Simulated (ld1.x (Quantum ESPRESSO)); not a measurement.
**Which change was made? (B, TM semilocal)**

* Element: boron
* Generator: ld1.x (Quantum ESPRESSO) 7.5
* Type: norm-conserving Troullier–Martins (semilocal form)
* Functional: PBE
* Relativity: scalar-relativistic
* Frozen core: [He]
* Valence charge: 3
* Reference configuration: 2s2 2p1
* Partial waves: 2p (bound): rc 2.70 bohr; 3d channel at 0.05 Ry: rc 2.40 bohr; 2s (bound): rc 1.50 bohr
* Local potential: the s channel
* Core correction: none

Cutoffs, loose and tight: the cutoffs (Ry, on a coarse ladder) from which the occupation-weighted sum of valence levels, in a spherical-Bessel basis at the reference potential, stays within 10 and 1 mRy of its value at 400 Ry. They do not see the model core or the augmentation charge, which bear on the density cutoff. Test errors are all-electron minus pseudo excitation energies from the reference, over the configurations 2s2 2p0; 2s1 2p0; 2s2 2p0.5; 2s1 2p2; 2s1 2p1; 2s0 2p3; 2s2 2p1.3; variants that change the core or the reference have their own tests.

The base gives: outcome: generated; cutoff, loose: 18 Ry; cutoff, tight: 50 Ry; bound ghosts: none; largest test error (meV): +204.

Task: After one change the result is: outcome: generated; cutoff, loose: 21 Ry; cutoff, tight: 70 Ry; bound ghosts: none; largest test error (meV): +205. Which change was it?
A. wave 2s (bound): rc 1.50 bohr becomes 2s (bound): rc 0.94 bohr
B. wave 2s (bound): rc 1.50 bohr becomes 2s (bound): rc 1.10 bohr
C. wave 2s (bound): rc 1.50 bohr becomes 2s (bound): rc 2.22 bohr

Result: B. The others give: wave 2s (bound): rc 1.50 bohr becomes 2s (bound): rc 0.94 bohr → outcome: generated; cutoff, loose: 70 Ry; cutoff, tight: 160 Ry; bound ghosts: none; largest test error (meV): +210 | wave 2s (bound): rc 1.50 bohr becomes 2s (bound): rc 2.22 bohr → outcome: generated; cutoff, loose: 15 Ry; cutoff, tight: 18 Ry; bound ghosts: none; largest test error (meV): +202.
